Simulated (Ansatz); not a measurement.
Z-matrix (Å, degrees):
```
C
N 1 1.3647
C 2 1.3245 1 117.84
H 3 1.1056 2 116.60 1 179.97
C 3 1.4247 4 119.41 2 179.96
C 5 1.3850 3 118.91 4 -179.97
H 5 1.1003 6 121.20 3 179.99
H 6 1.1016 5 121.28 7 0.00
C 6 1.4248 8 119.60 5 -180.00
C 9 1.4208 6 123.41 8 -0.02
C 10 1.3932 9 120.85 6 179.97
H 10 1.1018 11 120.55 9 -179.98
C 1 1.4257 2 118.76 3 179.97
C 13 1.3926 1 122.42 2 -179.97
H 13 1.1008 14 121.25 11 179.98
S 11 1.7766 10 122.56 12 -0.03
H 16 1.3616 11 96.56 10 0.75
Si 14 1.8941 13 118.83 15 -0.15
H 18 1.5023 14 107.62 13 0.65
H 18 1.5048 19 109.60 15 120.32
H 18 1.5049 19 109.59 20 118.37
```
Charge 0, multiplicity 1.

Calculation: frozen-core CCSD(T)/cc-pVDZ // PBE-D3(BJ)/def2-SVP (Ansatz, an electronic-structure program). The restricted HF reference is unstable towards unrestricted orbitals.

The HF energy comes out as -1086.98941 Ha. The MP2 correlation energy is -1.56703 Ha.

Task: Estimate the CCSD correlation energy, the (T) correction, the total energy and the T1 diagnostic.

Result: 
The CCSD correlation energy is -1.63378 Ha and the (T) correction is -0.07676 Ha. The CCSD(T) total energy comes out as -1088.69996 Ha and the T1 diagnostic is 0.012.
